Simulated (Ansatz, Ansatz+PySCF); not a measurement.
```xyz
7

C    -0.4907   -1.1428   -0.0790
C     0.0834    0.2040    0.0193
C     0.5549    1.2957    0.0943
H    -0.9572   -1.2905   -1.0531
H     0.2849   -1.8978    0.0482
H    -1.2465   -1.2957    0.6910
H     0.9805    2.2692    0.1622
```

Basis set: def2-SVP (spherical functions). Correlated methods keep 3 orbitals frozen. Charge 0, multiplicity 3.

Computed with Ansatz (development build ahead of 0.2.0); each method stands on the lowest determinant of its kind that the runs found.

The atomization energy at this shape (free ground-state atoms in the same class of orbitals less the molecule, no zero-point energy) of triplet C₃H₄:

```json
{"method": "UHF-MP2", "atomization energy": "532.81 kcal/mol"}
{"method": "UHF", "atomization energy": "412.08 kcal/mol"}
{"method": "ROHF", "atomization energy": "414.85 kcal/mol"}
```

(1) What does PBE0 (unrestricted) give?

Results:

(1) 576.96 kcal/mol. Caution: another spin multiplicity may lie lower; the shape is not the minimum.
